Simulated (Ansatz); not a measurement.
Process, species as SMILES: O[Si](Br)(Br)Br [tribromo(hydroxy)silane] + H+ -> [OH2+][Si](Br)(Br)Br
Each molecule is optimised on its own at B3LYP-D3(BJ)/def2-TZVP (Ansatz, a program for electronic structure), one conformer each, not searched for the lowest. Frequencies are from Ansatz.
Geometry of the first species:
SMILES: O[Si](Br)(Br)Br
```xyz
6

Si    -0.3854     0.0297    -0.2892
Br    -0.6666    -1.5689     1.2211
Br    -0.0672     1.9442     0.7825
Br     1.3425    -0.4252    -1.5709
O     -1.6718     0.1260    -1.2757
H     -2.5319     0.3209    -0.8897
```

Wanted: proton affinity (enthalpy at 298 K, with B3LYP-D3(BJ) rigid-rotor harmonic-oscillator terms), positive where the reaction releases energy, in kcal/mol. Valence correlation only, unless marked. Spin-orbit coupling is left out. Frozen are the shells of the preceding noble gas and the d and f shells that filled before the atom's block. Non-relativistic. CBS(X,Y): correlation extrapolated as X^-3; Hartree-Fock from the larger set. The bracket is a focal-point correction in the basis named.

```json
[
 {"level": "HF/def2-TZVPP", "program": "Ansatz", "proton affinity (kcal/mol)": "170.8", "minus last row": "-0.4"},
 {"level": "PBE/def2-TZVPD", "program": "Ansatz", "proton affinity (kcal/mol)": "172.0", "minus last row": "0.8"},
 {"level": "PBE-D4/def2-TZVPD", "program": "Ansatz + dftd4", "proton affinity (kcal/mol)": "172.2", "minus last row": "1.0"},
 {"level": "revPBE-D4/def2-TZVPD", "program": "Ansatz + dftd4", "proton affinity (kcal/mol)": "174.7", "minus last row": "3.5"},
 {"level": "PBE0/STO-3G", "program": "Ansatz", "proton affinity (kcal/mol)": "235.6", "minus last row": "64.4"},
 {"level": "PBE0/6-31G*", "program": "Ansatz", "proton affinity (kcal/mol)": "169.9", "minus last row": "-1.3"},
 {"level": "HSE06-D4/def2-TZVPD", "program": "Ansatz + dftd4", "proton affinity (kcal/mol)": "172.0", "minus last row": "0.8"},
 {"level": "HSE06/def2-TZVPD", "program": "Ansatz", "proton affinity (kcal/mol)": "171.8", "minus last row": "0.6"},
 {"level": "CAM-B3LYP-D4/def2-TZVPD", "program": "Ansatz + dftd4", "proton affinity (kcal/mol)": "168.9", "minus last row": "-2.3"},
 {"level": "B2GP-PLYP/def2-TZVPD", "program": "Ansatz", "proton affinity (kcal/mol)": "169.5", "minus last row": "-1.7"},
 {"level": "RPA@PBE/def2-QZVPP", "program": "Ansatz", "proton affinity (kcal/mol)": "175.8", "minus last row": "4.6"},
 {"level": "SCS-MP2/STO-3G", "program": "Ansatz", "proton affinity (kcal/mol)": "245.5", "minus last row": "74.3"},
 {"level": "CCSD/6-31G*", "program": "Ansatz", "proton affinity (kcal/mol)": "168.5", "minus last row": "-2.7"},
 {"level": "CCSD(T)/6-31G", "program": "Ansatz", "proton affinity (kcal/mol)": "179.7", "minus last row": "8.5"},
 {"level": "RI-MP2/CBS(def2-TZVPP,def2-QZVPP)+[CCSD(T)-MP2]/def2-TZVPP", "program": "Ansatz", "proton affinity (kcal/mol)": "171.2", "minus last row": "0.0"}
]
```
